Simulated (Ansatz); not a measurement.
The same path of F4H4OW (10 atoms, charge 0, multiplicity 1) was run twice with different band settings. Lost on the way: W1–H2, O8–H10. Made: H2–H10.

These are results of Ansatz 0.2.0, RKS B3LYP-D4/def2-SVP, not measurements.

Relaxed end points:

```xyz
10
Properties=species:S:1:pos:R:3
W -0.152 -0.021 0.090
H -0.368 0.135 1.754
H 1.023 -0.843 0.992
F -0.607 1.757 -0.329
F -1.992 -0.322 0.306
F -0.246 -1.722 -0.671
F 1.296 0.254 -1.130
O 1.391 1.438 1.081
H 1.930 1.733 0.324
H 2.001 0.967 1.670
```

```xyz
10
Properties=species:S:1:pos:R:3
W 0.074 0.369 -0.420
H 0.763 -0.787 2.882
H 1.648 -0.118 -0.020
F -0.519 1.645 -1.652
F -1.460 0.563 0.633
F -0.189 -1.409 0.100
F 0.650 -0.425 -2.012
O 0.812 1.793 0.556
H 1.707 1.805 0.923
H 0.790 -0.058 3.097
```

Common settings: movable images 5; climbing image yes; optimiser quadratic models (default); start path through a guess of the saddle point; force threshold 0.05 eV/Å; iteration limit 60; end points relaxed.

| run | spring |
| --- | --- |
| 1 | 5.0 eV/Å² |
| 2 | 2.0 to 10.0 eV/Å², energy-weighted |

(1) What does each run give, and how far can it be trusted?

Results:

(1) Run 1: converged after 28 iterations, highest image 1.265 eV above the first end. The profile has 2 maxima (images 1, 3) with wells between them (image 2): this band takes more than one step, which may be the mechanism or a detour left from its start path. Neighbouring images differ by up to 1.2 eV, so the band resolves the path poorly. A vibrational analysis at the climbing image gives one clearly imaginary mode, 1220i cm⁻¹: a first-order saddle point.
Run 2: converged after 23 iterations, highest image 1.265 eV above the first end. A structure lower than the last end lies on the path between it and the top, so the climb from that side starts below the end, which may itself be a saddle point or a shallow side well. Another band between the same ends (5 images) ends at a top of the same energy, where a vibrational analysis finds 1 clearly imaginary mode.
The orbitals stay closed-shell, which can raise the energy where a bond breaks towards radicals; this wasn't checked here.
